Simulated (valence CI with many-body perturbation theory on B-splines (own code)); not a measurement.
E1 line list for Rh XL

Calculated by valence CI with perturbative core correlation (CI+MBPT): four valence electrons over a frozen Dirac-Fock core [He], radial functions for each j: 11 s, 11 p, 10 d, 8 f, 5 g, 2 h, with the one-electron correlation potential Σ1 (screened to all orders), the two-electron term Σ2, the three-electron term Σ3, Breit, model QED; selected single and double excitations, second order for the rest, scaled by the run's own slope (own B-spline code, finite nucleus).

No measured spectrum was set against this ion. As an estimate, large intervals hold to a few tenths of a per cent, small ones and those within an open d or f shell to about a per cent. Among the levels kept, up to 980 cm⁻¹ of a level comes from second order outside the variational space, and about a tenth of that is noise between levels of different J, which matters for small intervals.

Lines 1 to 50 of 551 in falling wavelength, among levels below 4088.1 eV, chosen from the strongest by gf and those to the six lowest levels. Wavelengths and rates use the calculated energies. Electric multipoles are in the length gauge, E1 and E2 with the static RPA response of the core. Weak lines are less certain than strong ones. Lines between different terms over intervals too small for the method are left out, as are lines whose strength nearly cancels. The highest levels of a list are the least certain.

Levels are named by their leading jj configuration (3d3/2^4 stands for four electrons in 3d with j = 3/2), which in mixed levels can hold well under half, so a name can repeat and another be missing. Letters in brackets count levels of one name in rising energy.

```csv
λ vac (Å),Upper,Lower,A (s⁻¹),S (a.u.)
332.3,(2p1/2 2p3/2^2 3p1/2) J=3,(2p1/2 2p3/2^2 3s) J=2 [b],7.02e+08,8.90e-02
282.7,(2p1/2^2 2p3/2 3p1/2) J=2,(2p1/2^2 2p3/2 3s) J=2,1.58e+09,8.78e-02
280.7,(2p1/2 2p3/2^2 3p1/2) J=3,(2p1/2 2p3/2^2 3s) J=3,1.00e+09,7.65e-02
271.5,(2s 2p3/2^2 3p1/2) J=3,(2s 2p3/2^2 3s) J=2 [a],1.30e+09,9.00e-02
255.6,(2s 2p1/2 2p3/2 3p1/2) J=3,(2s 2p1/2 2p3/2 3s) J=3,1.32e+09,7.61e-02
234.3,(2s 2p3/2^2 3p1/2) J=2 [b],(2s 2p3/2^2 3s) J=1 [b],1.99e+09,6.32e-02
230.5,(2s 2p3/2^2 3d5/2) J=4 [a],(2s 2p3/2^2 3p3/2) J=4,1.37e+09,7.44e-02
229.1,(2s 2p3/2^2 3d5/2) J=4 [a],(2s 2p3/2^2 3p3/2) J=3 [a],1.69e+09,9.04e-02
225.7,(2s 2p1/2 2p3/2 3d5/2) J=4 [a],(2s 2p1/2 2p3/2 3p3/2) J=3 [a],3.94e+09,2.01e-01
224.8,(2s 2p1/2 2p3/2 3d5/2) J=5,(2s 2p1/2 2p3/2 3p3/2) J=4,4.34e+09,2.68e-01
221.6,(2s 2p3/2^2 3d5/2) J=5,(2s 2p3/2^2 3p3/2) J=4,4.44e+09,2.62e-01
221.5,(2p1/2^2 2p3/2 3d5/2) J=4,(2p1/2^2 2p3/2 3p3/2) J=3,5.05e+09,2.44e-01
221.0,(2p1/2 2p3/2^2 3d5/2) J=4,(2p1/2 2p3/2^2 3p3/2) J=3 [a],4.80e+09,2.30e-01
220.2,(2s 2p3/2^2 3d5/2) J=3 [c],(2s 2p3/2^2 3p3/2) J=2 [c],3.62e+09,1.34e-01
219.7,(2p1/2 2p3/2^2 3d5/2) J=3,(2p1/2 2p3/2^2 3p3/2) J=2 [a],3.86e+09,1.41e-01
217.0,(2s 2p3/2^2 3d5/2) J=3 [a],(2s 2p3/2^2 3p3/2) J=2 [a],2.62e+09,9.27e-02
214.5,(2s 2p3/2^2 3p1/2) J=2 [a],(2s 2p3/2^2 3s) J=3,3.92e+09,9.54e-02
214.3,(2s 2p1/2 2p3/2 3d5/2) J=3 [a],(2s 2p1/2 2p3/2 3p3/2) J=2 [a],2.11e+09,7.18e-02
213.9,(2s 2p1/2 2p3/2 3d5/2) J=2 [c],(2s 2p1/2 2p3/2 3p3/2) J=1 [c],2.66e+09,6.43e-02
213.2,(2s 2p1/2 2p3/2 3d5/2) J=2 [d],(2s 2p1/2 2p3/2 3p3/2) J=1 [d],3.20e+09,7.64e-02
209.7,(2s 2p3/2^2 3d5/2) J=3 [b],(2s 2p3/2^2 3p3/2) J=2 [b],3.80e+09,1.21e-01
209.2,(2s 2p1/2^2 3d5/2) J=3,(2s 2p1/2^2 3p3/2) J=2,4.52e+09,1.43e-01
208.9,(2s 2p1/2 2p3/2 3d5/2) J=4 [c],(2s 2p1/2 2p3/2 3p3/2) J=3 [c],5.28e+09,2.14e-01
208.2,(2s 2p1/2 2p3/2 3d5/2) J=3 [d],(2s 2p1/2 2p3/2 3p3/2) J=2 [d],4.74e+09,1.48e-01
206.3,(2s 2p1/2 2p3/2 3d5/2) J=3 [c],(2s 2p1/2 2p3/2 3p3/2) J=2 [c],4.69e+09,1.42e-01
204.3,(2s^2 2p3/2 3d5/2) J=4,(2s^2 2p3/2 3p3/2) J=3,4.99e+09,1.89e-01
203.7,(2s 2p3/2^2 3d5/2) J=4 [b],(2s 2p3/2^2 3p3/2) J=3 [b],5.17e+09,1.94e-01
202.6,(2s 2p3/2^2 3p1/2) J=3,(2s 2p3/2^2 3s) J=3,2.99e+09,8.59e-02
202.5,(2s^2 2p1/2 3d5/2) J=3,(2s^2 2p1/2 3p3/2) J=2,5.48e+09,1.57e-01
201.0,(2p1/2^2 2p3/2 3d5/2) J=3,(2p1/2^2 2p3/2 3p3/2) J=2,4.98e+09,1.40e-01
200.7,(2s 2p3/2^2 3d5/2) J=2 [a],(2s 2p3/2^2 3p3/2) J=2 [a],2.90e+09,5.78e-02
199.6,(2s 2p1/2 2p3/2 3d5/2) J=4 [b],(2s 2p1/2 2p3/2 3p3/2) J=3 [b],5.12e+09,1.81e-01
198.3,(2p1/2^2 2p3/2 3d5/2) J=2,(2p1/2^2 2p3/2 3p3/2) J=1,3.67e+09,7.06e-02
198.2,(2p1/2 2p3/2^2 3p1/2) J=2 [b],(2p1/2 2p3/2^2 3s) J=3,4.37e+09,8.40e-02
197.1,(2s 2p3/2^2 3d3/2) J=4,(2s 2p3/2^2 3p3/2) J=3 [a],2.37e+09,8.05e-02
195.6,(2s^2 2p3/2 3d5/2) J=3,(2s^2 2p3/2 3p3/2) J=2,3.25e+09,8.39e-02
193.0,(2s 2p1/2 2p3/2 3d5/2) J=2 [a],(2s 2p1/2 2p3/2 3p3/2) J=1 [a],4.38e+09,7.77e-02
189.7,(2s 2p1/2 2p3/2 3p1/2) J=2 [b],(2s 2p1/2 2p3/2 3s) J=3,4.80e+09,8.08e-02
188.8,(2s 2p3/2^2 3d5/2) J=2 [b],(2s 2p3/2^2 3p3/2) J=1 [b],4.81e+09,7.98e-02
187.9,(2s 2p1/2^2 3d5/2) J=2,(2s 2p1/2^2 3p3/2) J=1,6.74e+09,1.10e-01
183.3,(2s^2 2p3/2 3d5/2) J=2,(2s^2 2p3/2 3p3/2) J=1,3.48e+09,5.30e-02
183.0,(2s 2p1/2 2p3/2 3d5/2) J=3 [b],(2s 2p1/2 2p3/2 3p3/2) J=2 [b],4.07e+09,8.62e-02
180.7,(2s 2p1/2 2p3/2 3d3/2) J=3 [b],(2s 2p1/2 2p3/2 3p3/2) J=2 [a],2.96e+09,6.04e-02
168.5,(2p1/2 2p3/2^2 3p3/2) J=2 [a],(2p1/2 2p3/2^2 3s) J=1 [a],4.09e+09,4.83e-02
160.8,(2s 2p3/2^2 3p3/2) J=3 [a],(2s 2p3/2^2 3s) J=2 [a],5.90e+09,8.48e-02
160.6,(2p1/2 2p3/2^2 3p3/2) J=4,(2p1/2^2 2p3/2 3d5/2) J=3,4.93e+09,9.08e-02
157.9,(2s 2p3/2^2 3d5/2) J=3 [a],(2s 2p3/2^2 3p3/2) J=3 [a],3.21e+09,4.37e-02
156.4,(2p1/2^2 2p3/2 3p3/2) J=1,(2p1/2^2 2p3/2 3s) J=1,1.22e+10,6.89e-02
155.0,(2p1/2 2p3/2^2 3p3/2) J=3 [b],(2p1/2 2p3/2^2 3s) J=2 [b],8.58e+09,1.10e-01
154.0,(2s 2p1/2 2p3/2 3p3/2) J=1 [a],(2s 2p1/2 2p3/2 3s) J=1 [a],1.15e+10,6.20e-02
```
